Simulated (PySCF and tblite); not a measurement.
Results of a calculation; reference values are marked as such.
System: C3H9F2NSi2, numbered as in [F:1][CH:2]([F:3])[SiH2:4][SiH2:5][N:6]1[CH2:7][CH2:8]1.

Motion: pyramidal inversion at N6. GFN2-xTB gives an electronic barrier of 2.8 kcal/mol.

Task: What does PBE0/pcSseg-1 + D3(BJ), IEF-PCM dichloromethane give on GFN2-xTB geometries?

Result: A barrier of 3.5 kcal/mol, 0.7 above the tight-binding barrier (from unrounded values) and, with GFN2-xTB thermal terms, ΔG‡(298 K) = 3.2 kcal/mol and k = 2.6×10¹⁰ s⁻¹ (1 equivalent path).

Programs: tblite and PySCF.
